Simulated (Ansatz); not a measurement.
Wavefunction ladder for `C[O][Ge]([C](F)(F)F)([C](F)(F)F)[C](F)(F)F`

| atom | x (Å) | y (Å) | z (Å) |
| --- | --- | --- | --- |
| C1 | 1.432 | -1.613 | 1.271 |
| O2 | 1.419 | -0.312 | 0.701 |
| Ge3 | 0.015 | 0.319 | -0.129 |
| C4 | -1.470 | 0.749 | 1.164 |
| F5 | -1.186 | 1.832 | 1.893 |
| F6 | -2.622 | 0.977 | 0.525 |
| F7 | -1.672 | -0.269 | 2.014 |
| C8 | -0.689 | -1.005 | -1.476 |
| F9 | -1.376 | -1.985 | -0.872 |
| F10 | 0.309 | -1.576 | -2.158 |
| F11 | -1.507 | -0.423 | -2.358 |
| C12 | 0.637 | 1.992 | -1.046 |
| F13 | 1.416 | 1.708 | -2.094 |
| F14 | 1.332 | 2.775 | -0.220 |
| F15 | -0.409 | 2.696 | -1.495 |
| H16 | 0.683 | -1.718 | 2.061 |
| H17 | 1.266 | -2.387 | 0.515 |
| H18 | 2.421 | -1.759 | 1.705 |

Total charge 0; spin multiplicity 1. Correlated methods include outer-core shells of Ge, which these sets cover unevenly. Scalar relativity is left out up to krypton. Geometry: relaxed with PBE0-D4/def2-TZVP. It is one conformer, not always the lowest. Frozen core, restricted reference, the Gaussian-basis code of Ansatz.

```
     basis      HF (Eh)  MP2 corr.  CCSD corr.       (T)  CCSD(T) total
  def2-SVP  -3197.23277   -2.57867    -2.61744  -0.05928    -3199.90949
def2-TZVPP            ?          ?           ?         ?              ?
def2-QZVPP  -3198.98585   -3.89092           –         –              –
```

Fill in the withheld values. (Best estimate.)

The calculation gave: def2-TZVPP HF (Eh): -3198.89662; def2-TZVPP MP2 corr.: -3.34959; def2-TZVPP CCSD corr.: -3.36356; def2-TZVPP (T): -0.11563; def2-TZVPP CCSD(T) total: -3202.37581.
